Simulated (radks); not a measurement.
Species: N. Configuration: [He] 2s2 2p3 (the NIST ground configuration). All-electron calculation, Dirac Kohn-Sham, relativistic LDA (MacDonald-Vosko exchange, VWN5 correlation), spin-unpolarised, spherical densities, finite nucleus; open shells are shared between the two j in proportion to 2j + 1; Fermi nuclear charge, rms radius 2.5582 fm. Program: a radial shooting solver on a logarithmic mesh with Libxc functionals. Some entries of the table are withheld. Estimate them.

| orbital | occ. | eigenvalue (eV) | <r^2> (bohr^2) | r(max) (bohr) |
|---|---|---|---|---|
| 1s1/2 | 2 | -381.2314 | 0.07240 | 0.1492 |
| 2s1/2 | 2 | -18.4133 | 2.149 | 1.016 |
| 2p1/2 | 1 | -7.2552 | 2.899 | (1) |
| 2p3/2 | 2 | -7.2359 | 2.906 | (2) |
| 3s1/2 | 0 | (3) | (4) | (5) |

Answer. 
(1) 2p1/2 r(max) (bohr): 0.9645
(2) 2p3/2 r(max) (bohr): 0.9656
(3) 3s1/2 eigenvalue (eV): -0.1488
(4) 3s1/2 <r^2> (bohr^2): 106.1
(5) 3s1/2 r(max) (bohr): 5.634
